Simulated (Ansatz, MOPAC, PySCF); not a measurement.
Molecule: AlI (charge 0, singlet). SMILES: [Al][I]
Structure (B3LYP-D3(BJ)/def2-TZVP (Ansatz, an electronic-structure program) minimum search):
```
Al
I 1 2.5747
```
Charge 0, spin multiplicity 1.

Unscaled harmonic wavenumbers (cm⁻¹) in rising order, each level at the stationary point that it reaches from this structure (no distance between atoms moves by over 0.3 Å); the order of modes can differ between levels, and a negative number is imaginary. B3LYP-D3(BJ)/def2-TZVP (PySCF, at the structure above): 300.

PM6 (MOPAC): 358. Zero-point energy 0.5 against 0.4 kcal/mol.

HF/3-21G (Ansatz): 265. Zero-point energy 0.4 against 0.4 kcal/mol.

HF/6-31G* with LANL2DZ past Ar (Ansatz): 303. Zero-point energy 0.4 against 0.4 kcal/mol.

B3LYP/6-31G* with LANL2DZ past Ar (Ansatz): 295. Zero-point energy 0.4 against 0.4 kcal/mol.
